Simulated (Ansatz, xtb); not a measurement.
**CAlBCl: which of two isomers lies lower**

Structure X: `[Cl][Al]1[B]=[C]1`, a doublet. Structure Y: `B#[C][Al][Cl]`, a doublet. Both are isolated molecules in the gas phase, relaxed with r2SCAN-D4/def2-SVP.

Quicker runs give these differences E(Y) − E(X): GFN2-xTB +0.064 eV; HF/STO-3G +0.936 eV (at GFN2-xTB geometries); r2SCAN-D4/def2-SVP//GFN2-xTB +0.615 eV.

Q: Estimate E(Y) − E(X) at the level CCSD(T)/def2-SVP.

A: Calculated at CCSD(T)/def2-SVP: E(Y) − E(X) = +0.662 eV, so structure X lies lower.

The same difference at several levels:

| level | geometry | E(Y) − E(X) (eV) | departure from the last row (eV) | job, with rough time for the two |
| --- | --- | --- | --- | --- |
| GFN2-xTB | GFN2-xTB | +0.064 | −0.599 | optimisation, 0.21 s |
| HF/STO-3G | GFN2-xTB | +0.936 | +0.274 | single point, 0.84 s |
| r2SCAN-D4/def2-SVP//GFN2-xTB | GFN2-xTB | +0.615 | −0.048 | single point, 6.6 s |
| r2SCAN-D4/def2-SVP | r2SCAN-D4/def2-SVP | +0.515 | −0.148 | optimisation, 88 s |
| HF/def2-SVP | r2SCAN-D4/def2-SVP | +0.210 | −0.452 | part of the CCSD(T) run |
| MP2/def2-SVP | r2SCAN-D4/def2-SVP | +0.399 | −0.264 | part of the CCSD(T) run |
| CCSD(T)/def2-SVP | r2SCAN-D4/def2-SVP | +0.662 |  | single point, 11 s |

As drawn, Y has 1 C≡B in place of 1 Al–B, 1 C=B. Structure X has a 3-membered ring, Y no ring.

None of the levels shown reverses the order. The largest departure from CCSD(T)/def2-SVP is that of GFN2-xTB, 0.599 eV. MP2 in a larger basis moves the difference by −0.072 eV, a step that isn't added because spin contamination makes open-shell MP2 unreliable in this search.

With harmonic frequencies from r2SCAN-D4/def2-SVP (ideal gas, rigid rotor, one conformer each, 298.15 K, 1 atm): on the last row, ΔE + ΔZPE = +0.658 eV. A mode under 50 cm⁻¹ makes harmonic enthalpies and free energies unreliable, so none is given.

Open shells are spin-unrestricted, with notable spin contamination under HF/STO-3G, HF/def2-SVP, MP2/def2-SVP, CCSD(T)/def2-SVP. The correlated steps freeze 12 core orbitals. Programs: Ansatz 0.2.0, xtb 6.7.1; the last row on 1 thread of Arm Neoverse V1 on a shared host.
